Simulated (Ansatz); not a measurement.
Input for Ansatz (a first-principles code): R-MP2/def2-TZVPP on CeO2 (SMILES [O]=[Ce]=[O]), atoms moved off the minimum. Elements past Kr take the def2 small-core potentials; no spin–orbit coupling.

Ansatz 0.2 input:
```yaml
crystal:
  periodic: [false, false, false]
  atoms:
    - {symbol: Ce, position_ang: [0.05018283, -0.06899097, 0.12774691]}
    - {symbol: O, position_ang: [0.99531730, 0.41003460, -1.30667977]}
    - {symbol: O, position_ang: [-1.70471676, 0.03908178, 0.77761123]}
basis:
  gaussian:
    orbitals: def2-TZVPP
magnetization: {spin_polarized: false}
correlation: {method: mp2, electrons: outside_noble_gas}
scf: {lower_state_search: off}
output: {forces: true}
```

The head of its log:

```
WARN ansatz: RAYON_NUM_THREADS=1 ignored (pool sized by the plan → 1); use --threads N
Functional definition: HF
these checks for a lower state are left out or cut short: starts, cluster_reference, orbital_swaps, neighbouring_geometries, increment
integrals: 0.20 GiB planned
1316 factors; integrals over basis functions are off by at most 8.4e-4 eV
mean field: 0.50 GiB planned
mean field evaluation 1: about -16939.9998 eV, gradient 1.2e2 eV
mean field evaluation 2: about -16940.1353 eV, gradient 1.2e2 eV
mean field evaluation 4: about -16960.8267 eV, gradient 4.4e1 eV
mean field evaluation 8: about -16963.8074 eV, gradient 7.5e-1 eV
mean field evaluation 16: about -16963.8662 eV, gradient 1.4e-6 eV
mean field -16963.86617848 eV, -623.4105835378 hartree, gradient 3.8e-6 eV, S^2 0.000000; 0 other end points of the search recorded, 0 dependent functions left out
15 core orbitals not correlated, not the lowest: weight in the atoms' cores, before any rotation towards them, 0.603 or more for the frozen orbitals, at most 0.401 for the correlated occupied ones
reference -16963.86617848 eV, -623.4105835378 hartree; 8, 8 occupied and 141, 141 virtual orbitals, 1316 factors
densities: 0.45 GiB planned
```

### Question
What total energy does the run end on?

### Answer
-624.0357 hartree.
